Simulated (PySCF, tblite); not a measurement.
Isomers of C6H13NOSi. Computed values, GFN2-xTB/tblite, gas phase, harmonic and unscaled. Against measured fundamentals such values can be off by several per cent, at times by over 20. Modes of hydrogen on silicon can be 10 to 20 % off. One conformer each.

Electronic energies: PBE0/pcSseg-1 single points on the GFN2-xTB geometries (PySCF, gas phase).

```tsv
SMILES	electronic energy, lowest = 0 (kcal/mol)
C=CCN(C)[Si@H](O)C=C	7.6
C=CC[SiH2]N(C)C(C)=O	0.0
CNC(=O)[C@@H](C)/C=C/[SiH3]	14.3
CN(C)C(=O)C/C=C\[SiH3]	24.0
```

Q: How do GFN2-xTB zero-point energies change the relative energies?

A: 
```json
{"SMILES": "C=CC[SiH2]N(C)C(C)=O", "ZPE (kcal/mol)": "110.5", "of it from modes above 1550 cm⁻¹": "58.9", "electronic (kcal/mol)": "0.0", "with ZPE, lowest = 0 (kcal/mol)": "0.0", "lowest mode (cm⁻¹)": "22", "rings": "0"}
{"SMILES": "C=CCN(C)[Si@H](O)C=C", "ZPE (kcal/mol)": "110.8", "of it from modes above 1550 cm⁻¹": "60.7", "electronic (kcal/mol)": "7.6", "with ZPE, lowest = 0 (kcal/mol)": "7.9", "lowest mode (cm⁻¹)": "20", "rings": "0"}
{"SMILES": "CNC(=O)[C@@H](C)/C=C/[SiH3]", "ZPE (kcal/mol)": "108.8", "of it from modes above 1550 cm⁻¹": "58.2", "electronic (kcal/mol)": "14.3", "with ZPE, lowest = 0 (kcal/mol)": "12.6", "lowest mode (cm⁻¹)": "14", "rings": "0"}
{"SMILES": "CN(C)C(=O)C/C=C\\[SiH3]", "ZPE (kcal/mol)": "109.0", "of it from modes above 1550 cm⁻¹": "57.3", "electronic (kcal/mol)": "24.0", "with ZPE, lowest = 0 (kcal/mol)": "22.6", "lowest mode (cm⁻¹)": "41", "rings": "0"}
```

The zero-point energies span 2.0 kcal/mol, from `CNC(=O)[C@@H](C)/C=C/[SiH3]` to `C=CCN(C)[Si@H](O)C=C`. The order is unchanged.

Q: And how do the electronic energies of GFN2-xTB itself compare?

A: `C=CC[SiH2]N(C)C(C)=O` 0.0; `C=CCN(C)[Si@H](O)C=C` 10.5; `CNC(=O)[C@@H](C)/C=C/[SiH3]` 18.3; `CN(C)C(=O)C/C=C\[SiH3]` 17.6 kcal/mol, lowest = 0. Against the energies above, taken from the same isomer `C=CC[SiH2]N(C)C(C)=O`, the largest difference is 6.4 kcal/mol.
